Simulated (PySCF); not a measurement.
WCl6, SMILES [Cl][W]([Cl])([Cl])([Cl])([Cl])[Cl], multiplicity 1. The structure is a stationary point at B3LYP-D3(BJ)/def2-SVP. The spin state was assumed, not searched. The isomer is the one that the SMILES or the coordinates give; other isomers of the formula were not compared. The def2 effective core potentials stand for the cores of W; spin–orbit coupling is left out.

Computed with B3LYP-D3(BJ)/def2-SVP run with PySCF.

Harmonic wavenumbers (cm⁻¹): 87, 87, 87, 165, 165, 165, 199, 199, 199, 327, 327, 369, 369, 369, 399. Rotational constants (GHz): 0.6638, 0.6638, 0.6638; symmetry number 24.

**Question.** Work out the zero-point energy and the ideal-gas rigid-rotor harmonic-oscillator thermochemistry at 298.15 K and 1 atm.

**Answer.** ZPE = ½ Σ hcν = ½ × 3514 cm⁻¹ = 21.02 kJ/mol. H − E(el) = 51.74 kJ/mol. Entropy in J/(mol K): translation 183.36, rotation 104.85, vibration 133.20, total 421.41. G − E(el) = -73.90 kJ/mol. Cp = 143.62 J/(mol K). Modes under 150 cm⁻¹ make the vibrational entropy uncertain.
